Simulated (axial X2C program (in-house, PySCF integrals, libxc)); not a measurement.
# TaS: nuclear properties from DFT to coupled cluster

Computed with an axial X2C code built on PySCF integrals: two-component X2C with atomic mean-field Coulomb and Gaunt terms, Gaussian nuclei, basis Ta dyall-acv3z, S dyall-av3z with contracted cores.

R = 2.127 Å (near the PBE0 minimum at charge 0 of the determinant lowest at the starting distance; the state shown can have its own minimum elsewhere); state Ω = 3/2 (⟨Sz⟩ = -0.48, ⟨Lz⟩ = 1.98 at PBE0).

```tsv
level	Eeff magnitude (GV/cm)	Ws magnitude Ta (kHz)	A∥/gI Ta (MHz)	A∥/gI S (MHz)	μ (D)
PBE0	11.7	7.76	803	0.93	-3.12
HF	70.7	48.2	-550	-17.5	-3.69
B3LYP	7.53	5.17	806	2.39	-3.03
```

Eeff is the effective electric field on the electron electric dipole moment in this Ω state and Ws the scalar–pseudoscalar constant of the nucleus named (defined with the proton number Z and per Ω); A∥ (defined per Ω) follows by multiplying with gI = μI/(I μN); μ is positive if the S end (last atom) is positive. The operators were transformed with the bare-nucleus X2C matrices; with these basis sets, hyperfine constants and field gradients can be off by tens of per cent, and where levels differ in sign neither size nor sign is settled.

Finite-field MP2, CCSD and CCSD(T), with 19 electrons correlated in 130 natural virtual spinors (MP2 remainder added):

```tsv
level	Eeff magnitude (GV/cm)	Ws magnitude Ta (kHz)	A∥/gI Ta (MHz)	A∥/gI S (MHz)	μ (D)
MP2	126	84	1280	9.13	-1.94
CCSD	165	110	3020	-10.5	-1.50
CCSD(T)	187	125	3940	-7.93	-0.80
```

T1 = 0.059 (Lee–Taylor), a sign of multireference character. One unrestricted determinant, the lowest of a limited PBE0 search, is the reference; the functionals treat spin collinearly. Eeff spreads by more than a factor of two over the levels. Correlation of the inner shells is missing, which matters for properties at the nucleus. Number of frozen shells: Ta 4 s, 3 p, 2 d, 1 f; S 2 s, 1 p.

(1) By how much does correlation change each value, CCSD(T) against HF?

Answers

(1) Eeff magnitude 164 %; Ws magnitude Ta 159 %; A∥/gI Ta from -550 to 3940, a change of sign; A∥/gI S -55 %; μ -78 %.
